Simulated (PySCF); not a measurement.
Estimate the missing entries of this data sheet.

Compound: C₇H₈.
SMILES with atom numbers: `[CH3:1][c:2]1[cH:3][cH:4][cH:5][cH:6][cH:7]1` (hydrogens: H8, H9, H10 on C1; H11 on C3; H12 on C4; H13 on C5; H14 on C6; H15 on C7)

```json
{"property": "rotational constants A, B, C of the GFN2-xTB geometry", "level": "GFN2-xTB", "value": "5.609, 2.560, 1.777 GHz"}
{"property": "dipole moment", "level": "wB97X-D/def2-SVPD", "value": "0.39 D"}
{"property": "HOMO energy", "level": "wB97X-D/def2-SVPD", "value": "-8.74 eV"}
{"property": "LUMO energy", "level": "wB97X-D/def2-SVPD", "value": "?"}
{"property": "lowest singlet excitation", "level": "TDDFT wB97X-D/def2-SVPD", "value": "5.49 eV (226 nm, f = 0.003)"}
{"property": "strongest line among the 8 lowest singlet transitions", "level": "TDDFT wB97X-D/def2-SVPD", "value": "S4 at 7.14 eV (174 nm, f = 0.740)"}
{"property": "lowest triplet excitation (Tamm–Dancoff)", "level": "TDA wB97X-D/def2-SVPD", "value": "?"}
{"property": "static isotropic polarisability", "level": "wB97X-D/def2-SVPD", "value": "78.9 au"}
{"property": "electronic spatial extent ⟨r²⟩ about the centre of nuclear charge", "level": "wB97X-D/def2-SVPD", "value": "?"}
```

Electronic properties: PySCF, gas phase, density fitting.

**Question.** The lowest triplet excitation (Tamm–Dancoff)?

**Answer.** 4.25 eV.

**Question.** What is the LUMO energy?

**Answer.** 1.56 eV.

**Question.** What is the electronic spatial extent ⟨r²⟩ about the centre of nuclear charge?

**Answer.** 709 bohr².

In wavenumbers S1 is 44300 cm⁻¹ (1 eV = 8065.54 cm⁻¹). With B = h/(8π²I), that is 505.379 GHz u Å² over I, the principal moments of inertia are 90.1, 197.4 and 284.4 u Å² (most abundant isotopes). The polarisability is 11.70 Å³ as a volume (1 au = 0.148185 Å³), or 1.58 au for each of the 50 electrons. No computed singlet falls in the visible range (750 to 380 nm, 1.65 to 3.26 eV); S1 lies 2.23 eV above its blue end. The principal polarisabilities are 51.5, 86.3 and 99.0 au; their mean is the isotropic value. The largest Löwdin shares of the HOMO are 0.23 on C5, 0.22 on C2, 0.11 on C3 and 0.10 on C6.
